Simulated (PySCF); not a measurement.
# Structure elucidation problem

Molecular formula: C₁₁H₁₄FN. Simulated spectra:

¹H NMR (600 MHz, computed): δ 2.69 (m, 1H), 2.41 (m, 1H), 2.05 (tdt, J = 15.0, 14.0, 7.1 Hz, 1H), 1.85 (dtd, J = 14.0, 6.6, 1.0 Hz, 1H), 1.84 (m, 1H), 1.83 (m, 1H), 1.77 (m, 1H), 1.71 (m, 1H), 1.67 (m, 1H), 1.66 (m, 1H), 1.57 (m, 1H), 1.52 (m, 1H), 1.49 (td, J = 14.8, 6.3 Hz, 1H), 1.40 (tdd, J = 14.6, 10.6, 6.8 Hz, 1H).

¹³C{¹H} NMR (computed): δ 132.3 (C), 101.7 (C, d, J = 266.8 Hz), 57.3 (CH, d, J = 20.7 Hz), 49.0 (C, d, J = 7.0 Hz), 48.5 (CH2, d, J = 16.6 Hz), 42.2 (CH, d, J = 3.5 Hz), 35.0 (CH2), 32.8 (CH2), 26.5 (CH2), 25.8 (CH2, d, J = 18.8 Hz), 24.5 (CH2, d, J = 7.0 Hz).

[PySCF 2.14: NMR shieldings at PBE0/pcSseg-1/GIAO; J: B3LYP/pcJ-1 (spin–dipole term only in couplings to heteroatoms); geometry from PBE0-D3(BJ)/def2-SVP; a single conformation; isolated molecule; non-relativistic Hamiltonian]

References, each an isolated molecule treated in the same way: ¹H and ¹³C against TMS.

Propose a structure and justify it.

Results:


1. Rings plus π bonds: 5 (3 rings in the answer).
2. 11 carbon signals for 11 carbons: no two carbons are equivalent.
3. Carbon types of the structure: 3 × C, 2 × CH, 6 × CH2, which accounts for all hydrogens.
4. δC 132.3: nitrile carbon; typical of a nitrile.
5. δC 101.7: fully substituted sp3 carbon bonded to F; deshielded by the electronegative neighbour.
6. δC 57.3, 42.2: sp3 CH in a ring.
7. δC 49.0: quaternary sp3 carbon α to a nitrile; saturated and bonded to C and H only.
8. δC 48.5, 35.0, 32.8, 26.5, 25.8, 24.5: sp3 CH2 in a ring; a saturated carbon with 2 carbon neighbours and no heteroatom attached.
9. δH 2.69, 1.84: hydrogen on an sp3 CH in a ring.
10. δH 2.41, 2.05, 1.85, 1.83, 1.77, 1.71, 1.67, 1.66, 1.57, 1.52, 1.49, 1.40: hydrogen on an sp3 CH2 in a ring.

The compound is SMILES N#C[C@@]12CCC[C@@H]1[C@]1(F)CC[C@H]2C1.

The shifts were computed for this structure.

C–F couplings over four or more bonds (about 3 Hz to the para carbon of a fluoroarene) are left out. Common functionals overestimate the size of one-bond C–F couplings by tens of Hz; these are unscaled. Multiplet labels drop couplings under 1 Hz and merge nearly equal ones. Unscaled 3J(H,H) at this level run about 10 % above measured values. Shifts are as computed. Against solution values, carbons near 30 ppm lie about +2 ppm off and those near 130 ppm about +5 ppm. Of 1309 compounds with measured shifts, 239 miss one by over three times the rms of a fit or turn the order of signals round; such compounds aren't used in these exercises.
